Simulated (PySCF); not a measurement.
Mg(Me)(NH2) (CH₅MgN), SMILES [CH3][Mg][NH2].

The structure is a stationary point at PBE-D3(BJ)/def2-TZVP. One conformer was computed; it need not be the lowest.

All values below come from C-PCM-PBE0/def2-SVP (PySCF 2.14.0).

The values are the electrostatic part of the solvation free energy, E(continuum) − E(gas) at the gas-phase geometry, in a cavity of scaled van der Waals radii (PySCF's table); cavitation and dispersion terms are not included. A continuum can't describe solvent molecules that bind to the metal. In vacuum the orbital gap is 5.45 eV. The dipole moment in vacuum is 0.46 D.

Computed values in water (ε = 78.36), ethylethanoate (ε = 5.99), chloroform (ε = 4.71):
| solvent | ε | ΔG(elec) (kcal/mol) | dipole (D) | gap (eV) |
|---|---|---|---|---|
| water | 78.36 | -8.4 | 0.73 | 5.92 |
| ethylethanoate | 5.99 | -7.0 | 0.67 | 5.85 |
| chloroform | 4.71 | -6.6 | 0.66 | 5.83 |
